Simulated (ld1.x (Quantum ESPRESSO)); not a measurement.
# Building the RRKJ potential for magnesium (Mg) (PBEsol, scalar-relativistic).

The input file (ld1.x (Quantum ESPRESSO) 7.5):

```
&input
   title='Mg', zed=12., rel=1, dft='PBESOL', iswitch=3,
   config='[Ne] 3s0 3p0',
   nld=2, rlderiv=1.20, eminld=-9.0, emaxld=5.0, deld=0.04
 /
 &inputp
   pseudotype=2, tm=.false., lloc=-1, rcloc=0.90,
   nlcc=.false.,
   file_pseudopw='Mg.UPF', file_wfcaegen='ae.wfc', file_wfcncgen='nc.wfc', file_beta='beta', file_chi='chi'
 /
2
2S  1  0   2.00   0.00  1.05  1.05  0.0
2P  2  1   6.00   0.00  1.10  1.10  0.0
 &test
   configts(1)='2s2 2p6 3s0 3p0'
 /
```

Command:

```bash
ld1.x < Mg.in > Mg.out
```

Resulting log (shortened: banner, matrices, multipoles, cross overlaps and the repeated all-electron block are left out):

```
Program LD1 v.7.5
     --------------------------- All-electron run ----------------------------

     Mg
     scalar relativistic calculation

     atomic number is 12.00
     dft =PBESOL   lsd =0 sic =0 latt =0  beta=0.20 tr2=1.0E-14
     Exchange-correlation= PBESOL
                           (   1   4  10   8   0   0   0)
     mesh =1129 r(mesh) = 100.99726 a.u. xmin = -7.00 dx = 0.01250
     1 Ry =  13.60569312 eV, c = 137.03599908

     n l     nl                  e(Ry)          e(Ha)          e(eV)
     1 0     1S 1( 2.00)       -93.8659       -46.9330     -1277.1108
     2 0     2S 1( 2.00)        -7.3246        -3.6623       -99.6565
     2 1     2P 1( 6.00)        -4.8932        -2.4466       -66.5760
     3 0     3S 1( 0.00)        -1.3258        -0.6629       -18.0389
     3 1     3P 1( 0.00)        -0.9349        -0.4675       -12.7205

     final scf error:  5.2E-15 reached in  37 iterations

     Etot =    -398.010118 Ry,    -199.005059 Ha,   -5415.203532 eV

     Ekin =     398.418342 Ry,     199.209171 Ha,    5420.757698 eV
     Encl =    -941.084016 Ry,    -470.542008 Ha,  -12804.100326 eV
     Eh   =     175.670350 Ry,      87.835175 Ha,    2390.116867 eV
     Exc  =     -31.014794 Ry,     -15.507397 Ha,    -421.977771 eV

     normalization and overlap integrals

     s(1S/1S) =  1.000000  <r> =   0.1308  <r2> =    0.0231  r(max) =   0.0854
     s(2S/2S) =  1.000000  <r> =   0.6960  <r2> =    0.5826  r(max) =   0.5502
     s(2P/2P) =  1.000000  <r> =   0.6838  <r2> =    0.5981  r(max) =   0.4796
     s(3S/3S) =  1.000000  <r> =   2.4861  <r2> =    7.0966  r(max) =   2.1492
     s(3P/3P) =  1.000000  <r> =   2.9535  <r2> =   10.1282  r(max) =   2.4970

     ------------------------ End of All-electron run ------------------------

     --------------------- Generating NC pseudopotential ---------------------

      Generating local potential from pseudized AE potential:
      Matching radius rcloc =   0.9000

      Local pseudo, rcloc= 0.896 Estimated cut-off energy=    29.05 Ry

      Wfc   2S  rcut= 1.041  Estimated cut-off energy=      120.33 Ry
      This function has    0 nodes for 0 < r <    1.041

      Wfc   2P  rcut= 1.094  Estimated cut-off energy=      150.30 Ry
      This function has    0 nodes for 0 < r <    1.094

     ------------------- End of pseudopotential generation -------------------

     Computing logarithmic derivative in   1.20185
     Computing logarithmic derivative in   1.20185
     Computing the partial wave expansion
     R is outside the sphere for l=    0 j= 0.00
     R is outside the sphere for l=    1 j= 0.00

     ---------------------- Testing the pseudopotential ----------------------

     Mg
     scalar relativistic calculation

     atomic number is 12.00   valence charge is 10.00
     dft =PBESOL   lsd =0 sic =0 latt =0  beta=0.20 tr2=1.0E-14
     mesh =1129 r(mesh) = 100.99726 xmin = -7.00 dx = 0.01250

     n l     nl             e AE (Ry)        e PS (Ry)    De AE-PS (Ry)
     1 0     2S   1( 2.00)       -7.32461       -7.32461       -0.00000
     2 1     2P   1( 6.00)       -4.89325       -4.89325        0.00000
     2 0     3S   1( 0.00)       -1.32584       -1.32535       -0.00049
     3 1     3P   1( 0.00)       -0.93494       -0.92670       -0.00824  !

     eps = 6.5E-15  iter = 11

     Etot =    -398.010118 Ry,    -199.005059 Ha,   -5415.203532 eV
     Etotps =  -121.947605 Ry,     -60.973803 Ha,   -1659.181697 eV

     Ekin =      81.351879 Ry,      40.675939 Ha,    1106.848701 eV
     Encl =    -241.674336 Ry,    -120.837168 Ha,   -3288.146852 eV
     Ehrt =      82.690466 Ry,      41.345233 Ha,    1125.061104 eV
     Ecxc =     -15.512279 Ry,      -7.756139 Ha,    -211.055303 eV
     Epseu=     -28.803336 Ry,     -14.401668 Ha,    -391.889347 eV

     ---------------------- End of pseudopotential test ----------------------
```

Generation and configuration tests took about 3.7 s on one core of a shared server CPU.
